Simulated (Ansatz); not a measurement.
Born–Oppenheimer molecular dynamics of ClGeH₃OSn (7 atoms, charge 0, multiplicity 1). It starts at the highest image of a converged band, a first-order saddle point between two minima.

These are results of RKS PBE-D4/def2-SVP in Ansatz, not measurements.

```yaml
ensemble: NVE (velocity Verlet)
time_step: 0.5 fs
steps_asked: 200
starting_velocities_drawn_for: 100 K
seed: 4534
```

First frame:

```xyz
7
Properties=species:S:1:pos:R:3
Cl -2.633 -1.263 0.868
Sn -0.433 -1.052 -0.022
O -0.211 0.884 -0.795
Ge 1.174 0.819 0.721
H -0.341 -2.019 -1.448
H -0.099 1.755 0.576
H 2.603 0.807 0.054
```

What does the run give?

The run went to its last step.

- steps done: 200
- time covered: 100 fs
- mean temperature over the second half: 1397 K
- spread of the potential energy over the second half: 35.3 meV per atom
- mean potential energy of the second half above the start: -119.8 meV per atom

The conserved energy stayed within 0.12 meV per atom of its start (net change -0.025 meV per atom), so the integration is sound. The system heated up, since it started high on the potential surface and ran downhill. A run of 0.1 ps of so small a system gives no equilibrium averages. The orbitals stay closed-shell, which can raise the energy where a bond breaks towards radicals; this wasn't checked here.

What happens to the structure?

The step under study would form O3–H6 and break Ge4–H6. These pairs go: O3–H6 1.63 → 3.27 Å, Ge4–H6 1.59 → 1.58 Å. In the last frame they stand as before the step (other bonds may differ from the relaxed reactants and products). It ends as one piece, ClGeH3OSn. Pairs count as bonded within 1.25 times the sum of covalent radii (0.12 Å more for H–H). This is one draw of velocities; another would differ in detail.

How do temperature and energy run in time?


| time (fs) | T (K) | potential energy less start (eV) | conserved less start (meV/atom) |
| --- | --- | --- | --- |
| 0.0 | 100 | 0.000 | 0.00 |
| 8.0 | 155 | -0.035 | 0.02 |
| 16.0 | 1072 | -0.628 | -0.01 |
| 24.0 | 1981 | -1.216 | -0.10 |
| 32.0 | 1444 | -0.869 | -0.05 |
| 40.0 | 964 | -0.558 | -0.04 |
| 48.0 | 1214 | -0.720 | -0.02 |
| 56.0 | 2008 | -1.234 | -0.09 |
| 64.0 | 1532 | -0.926 | -0.05 |
| 72.0 | 770 | -0.433 | 0.02 |
| 80.0 | 1026 | -0.598 | -0.02 |
| 88.0 | 1657 | -1.007 | -0.06 |
| 96.0 | 1359 | -0.814 | -0.02 |

The run took 6.1 min on 2 threads of Arm Neoverse V2, on a shared host, peak memory 0.15 GiB.
